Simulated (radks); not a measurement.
The numbers below are computed, except where a source is named.
Ionisation of the tellurium ion Te2+, [Kr] 4d10 5s2 5p2, to [Kr] 4d10 5s2 5p1 as the strength of local exchange is varied. Code: a radial shooting solver on a logarithmic mesh with Libxc functionals. Model: Dirac Kohn-Sham, Slater X-alpha exchange (alpha = 2/3 is LDA exchange), no correlation, spin-unpolarised, spherical densities, point nucleus; open shells are shared between the two j in proportion to 2j + 1.

| alpha | E(Te2+) (hartree) | exchange (hartree) | IE (eV) | -e of the level emptied (eV) | <r> of it (bohr) |
|---|---|---|---|---|---|
| 0.667 | -6785.32139 | -164.89651 | 25.971 | 20.983 (5p3/2) | 2.382 |
| 0.769 | -6810.58205 | -190.77795 | 27.202 | 22.147 (5p3/2) | 2.335 |
| 0.849 | -6830.45602 | -211.20024 | 28.188 | 23.081 (5p3/2) | 2.300 |
| 0.879 | -6837.92274 | -218.88648 | 28.562 | 23.436 (5p3/2) | 2.287 |
| 1.046 | -6879.62674 | -261.95104 | 30.688 | 25.461 (5p3/2) | 2.219 |

NIST Atomic Spectra Database: 27.84 eV (measured). The Delta-SCF value meets it near alpha = 0.82. Spin polarisation and multiplet splitting are left out, so open shells lie too high by an amount that depends on their filling. Sharing an open shell by 2j + 1 raises it above the true ground level by a part of the spin-orbit splitting, which enters the differences from NIST.

Beside tabulated values, note that spin-unpolarised runs miss the spin-polarisation part of the exchange energy of open shells.
